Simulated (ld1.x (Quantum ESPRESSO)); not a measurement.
**Configuration tests for phosphorus (P) (TM)**

| Item | Value |
| --- | --- |
| Element | phosphorus |
| Generator | ld1.x (Quantum ESPRESSO) 7.5 |
| Type | norm-conserving Troullier–Martins (Kleinman–Bylander form) |
| Functional | PBE |
| Relativity | scalar-relativistic |
| Frozen core | [Ne] |
| Valence charge | 5 |
| Reference configuration | 3s2 3p2.5 (charge +0.5) |
| Partial waves | 3s (bound): rc 1.55 bohr; 3p (bound): rc 1.20 bohr |
| Local potential | all-electron potential smoothed inside 1.35 bohr (lloc = -1) |
| Core correction | a·sin(br)/r model core inside 0.85 bohr |

Energies are relative to the spin-unpolarised reference configuration 3s2 3p2.5; without spin polarisation the order of configurations can differ from experiment.

| valence configuration | charge | ΔE all-electron (eV) | error AE − PS (meV) |
| --- | --- | --- | --- |
| 3s2 3p3 | 0 | -3.775 | +1.0 |
| 3s2 3p1 | +2 | 25.102 | +18 |
| 3s2 3p3.3 | -0.3 | -5.082 | +2.1 |
| 3s1 3p4 | 0 | 4.759 | +0.9 |
| 3s0 3p5 | 0 | 13.426 | +4.8 |
| 3s2 3p0 | +3 | 54.841 | +61 |

Problem. What are ΔE and the potential's error for 3s2 3p2?

Solution. ΔE = 5.955 eV all-electron; the error (AE − PS) is +1.3 meV.
